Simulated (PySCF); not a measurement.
Species: C6H8N2OS.
Geometry (PBE0-D3(BJ)/def2-SVP, Å), atoms numbered from 1 in this order:
```
atom  x, y, z in Å
C1    -3.244    0.375    0.628
C2    -2.523   -0.873    0.127
C3    -1.044   -0.712    0.036
N4    -0.200   -1.402    0.760
N5     1.079   -1.084    0.526
C6     1.224   -0.152   -0.370
C7     2.528    0.400   -0.828
C8     3.751   -0.184   -0.188
O9     2.547    1.268   -1.669
S10   -0.273    0.425   -1.022
H11   -2.866    0.678    1.615
H12   -4.323    0.184    0.719
H13   -3.110    1.223   -0.061
H14   -2.692   -1.722    0.804
H15   -2.915   -1.165   -0.862
H16    4.642    0.305   -0.600
H17    3.788   -1.269   -0.366
H18    3.706   -0.053    0.903
```

Level: PBE0/pcSseg-1 in PySCF, non-relativistic, on one gas-phase PBE0-D3(BJ)/def2-SVP geometry that isn't relaxed in the solvent. The solvent is an IEF-PCM continuum (cavity from Bondi-type radii × 1.2). Specific hydrogen bonds and non-electrostatic terms are outside this model.

| run | E − E(gas) (kcal/mol) | HOMO (eV) | HOMO–LUMO gap (eV) | dipole (D) |
| --- | --- | --- | --- | --- |
| gas | 0.00 | -7.80 | 5.43 | 2.10 |
| P | -5.73 | -7.92 | 5.54 | 2.58 |
| Q | -6.58 | -7.94 | 5.56 | 2.65 |

The runs were made in chloroform and tetrahydrofuran. Which run belongs to which solvent?

P = chloroform, Q = tetrahydrofuran. The dielectric constants are 4.711 (chloroform), 7.426 (tetrahydrofuran), and the energy falls further as ε rises. In this model the ground state sees the solvent through ε alone.

How constant is the ratio of the lowering to (ε − 1)/(2ε + 1)?

```
        solvent  (ε − 1)/(2ε + 1)  E − E(gas) (kcal/mol)  ratio (kcal/mol)  polarisation term (kcal/mol)
     chloroform             0.356                  -5.73             -16.1                         -6.43
tetrahydrofuran             0.405                  -6.58             -16.2                         -7.51
```

The ratio changes by +0.9 % in size from chloroform to tetrahydrofuran. The polarisation term is half the interaction of the solute with the induced surface charges.
